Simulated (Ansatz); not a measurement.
Geometry optimisation, RKS r2SCAN-D4/STO-3G (Ansatz).

Input:

```yaml
crystal:
  periodic: [false, false, false]
  atoms:
    - { symbol: Si, position_ang: [0.0, 0.0, 0.0] }
    - { symbol: O, position_ang: [0.0, 0.0, 1.68] }
    - { symbol: C, position_ang: [-1.1112, -0.3437, 2.4945] }
    - { symbol: H, position_ang: [-1.814, -0.9775, 1.9143] }
    - { symbol: H, position_ang: [-0.7584, -0.9037, 3.3856] }
    - { symbol: H, position_ang: [-1.6313, 0.5809, 2.8212] }
    - { symbol: Si, position_ang: [2.0935, 0.0, -0.7393] }
    - { symbol: H, position_ang: [2.5508, -1.3762, -0.9079] }
    - { symbol: H, position_ang: [2.1573, 0.6939, -2.0222] }
    - { symbol: H, position_ang: [2.951, 0.6823, 0.2255] }
    - { symbol: Si, position_ang: [-1.0456, 1.8115, -0.7393] }
    - { symbol: H, position_ang: [-2.4302, 1.478, -1.0607] }
    - { symbol: H, position_ang: [-1.0215, 2.8436, 0.2931] }
    - { symbol: H, position_ang: [-0.3743, 2.3069, -1.9374] }
    - { symbol: Si, position_ang: [-1.0456, -1.8115, -0.7393] }
    - { symbol: H, position_ang: [-1.7029, -2.4846, 0.3772] }
    - { symbol: H, position_ang: [-2.0454, -1.4265, -1.7311] }
    - { symbol: H, position_ang: [-0.0777, -2.7173, -1.3511] }
basis:
  gaussian: { orbitals: STO-3G }
hamiltonian:
  xc: r2scan
  dispersion: d4
relax:
  f_tol: 0.02
  max_steps: 40
```

Run as:

```bash
$ ansatz run input.yaml --threads 1 --pin off --max-ram 2048MiB --backend cpu --events-out ev --progress --plain --runs-dir out
```

Task: Where does it end, and by what steps?

Result: The run converged. The force dipped under the threshold on the way, but the program's further checks kept it going. Limits of this set-up: minimal basis. After 32 steps the energy has fallen by 0.600 eV; H16 moved furthest, 1.25 Å.

```json
{"step": "0", "energy less start (eV)": "0.0000", "largest force component (eV/Å)": "2.470", "accepted": "yes"}
{"step": "2", "energy less start (eV)": "-0.4617", "largest force component (eV/Å)": "0.438", "accepted": "yes"}
{"step": "4", "energy less start (eV)": "-0.5409", "largest force component (eV/Å)": "0.566", "accepted": "yes"}
{"step": "6", "energy less start (eV)": "-0.4602", "largest force component (eV/Å)": "0.723", "accepted": "no"}
{"step": "8", "energy less start (eV)": "-0.5730", "largest force component (eV/Å)": "0.086", "accepted": "yes"}
{"step": "10", "energy less start (eV)": "-0.5760", "largest force component (eV/Å)": "0.132", "accepted": "yes"}
{"step": "12", "energy less start (eV)": "-0.5809", "largest force component (eV/Å)": "0.045", "accepted": "yes"}
{"step": "14", "energy less start (eV)": "-0.5823", "largest force component (eV/Å)": "0.053", "accepted": "yes"}
{"step": "16", "energy less start (eV)": "-0.5838", "largest force component (eV/Å)": "0.074", "accepted": "yes"}
{"step": "18", "energy less start (eV)": "-0.5836", "largest force component (eV/Å)": "0.258", "accepted": "no"}
{"step": "20", "energy less start (eV)": "-0.5880", "largest force component (eV/Å)": "0.131", "accepted": "yes"}
{"step": "22", "energy less start (eV)": "-0.5913", "largest force component (eV/Å)": "0.030", "accepted": "yes"}
{"step": "24", "energy less start (eV)": "-0.5746", "largest force component (eV/Å)": "0.221", "accepted": "no"}
{"step": "26", "energy less start (eV)": "-0.5940", "largest force component (eV/Å)": "0.095", "accepted": "yes"}
{"step": "28", "energy less start (eV)": "-0.5964", "largest force component (eV/Å)": "0.094", "accepted": "yes"}
{"step": "30", "energy less start (eV)": "-0.5977", "largest force component (eV/Å)": "0.114", "accepted": "yes"}
{"step": "32", "energy less start (eV)": "-0.5998", "largest force component (eV/Å)": "0.013", "accepted": "yes"}
```

```xyz
18
Properties=species:S:1:pos:R:3
Si 0.021 -0.089 0.019
O 0.249 -0.317 1.739
C -1.043 -0.378 2.414
H -1.681 -1.227 2.078
H -0.844 -0.517 3.494
H -1.648 0.551 2.300
Si 2.135 0.047 -0.774
H 2.903 -1.135 -0.448
H 2.117 0.173 -2.215
H 2.833 1.197 -0.243
Si -1.128 1.825 -0.415
H -2.553 1.668 -0.217
H -0.687 2.924 0.416
H -0.928 2.215 -1.794
Si -1.074 -1.846 -0.921
H -2.445 -1.948 -0.468
H -1.109 -1.680 -2.358
H -0.422 -3.107 -0.642
```

Time of the run: 5.6 min on 1 thread of Arm Neoverse V1, with other jobs on the host, peak memory 0.17 GiB.
